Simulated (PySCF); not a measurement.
# Telling isomers of C$_{5}$H$_{7}$NO$_{2}$ apart by NMR

All values are calculated (PySCF 2.14.0 with density-fitted response routines): NMR shieldings at PBE0/pcSseg-1/GIAO, GFN2-xTB structure. A single conformation, rapidly exchanging positions averaged, in vacuum, non-relativistic.

References, each an isolated molecule treated in the same way: ¹H and ¹³C against TMS. Where no couplings were computed, multiplicities follow the n + 1 count of equivalent neighbours, and m marks all less simple cases (inequivalent or close neighbours, rings, F or P nearby). Acid and N–H amide carbonyl carbons lie up to 10 ppm further downfield in solution (hydrogen bonding). Shifts are as computed. Against solution values, carbons near 30 ppm lie about +3 ppm off and those near 130 ppm about +5 ppm. Of 1211 compounds with measured shifts, 218 miss one by over three times the rms of a fit or turn the order of signals round; such compounds aren't used in these exercises. Groups on amide-type nitrogens are kept apart (slow C–N rotation). OH and NH positions are gas-phase values without hydrogen bonding to other molecules.

(1) Tabulate the signals of `NC(=O)[C@@H]1C=COC1`, `CNC(=O)/C=C/C=O` and their relative energies.

(2) What is the quickest way to tell NC(=O)[C@@H]1C=COC1 from CNC(=O)/C=C/C=O?

## Answers

(1) 
```tsv
SMILES	carbon types	δC	δH	E rel. (kcal/mol)
NC(=O)[C@@H]1C=COC1	1×C 3×CH 1×CH2	171.9, 156.4, 101.1, 72.4, 51.3	6.32 (d, 1H), 5.55 (m, 1H), 4.78 (br, 1H), 4.72 (m, 1H), 4.66 (br, 1H), 4.43 (m, 1H), 3.65 (m, 1H)	0.0
CNC(=O)/C=C/C=O	1×C 3×CH 1×CH3	195.3, 164.8, 141.5, 140.7, 27.0	10.17 (d, 1H), 7.35 (m, 1H), 6.69 (d, 1H), 4.95 (br, 1H), 3.30 (d, 3H)	3.1
```

Energies are electronic energies at PBE0/pcSseg-1 on these geometries, without zero-point or thermal terms, each for the one conformer computed, which needn't be the lowest.

(2) Both give the same number of carbon signals, but DEPT or the intensities differ. The first has an sp3 CH2 bonded to O at 72.4 ppm, the second a methyl carbon bonded to N (CH3) at 27.0 ppm. Their most deshielded carbons lie at 171.9 and 195.3 ppm. In the proton spectra the most deshielded non-exchanging signals are 6.32 (d, 1H) and 10.17 (d, 1H).
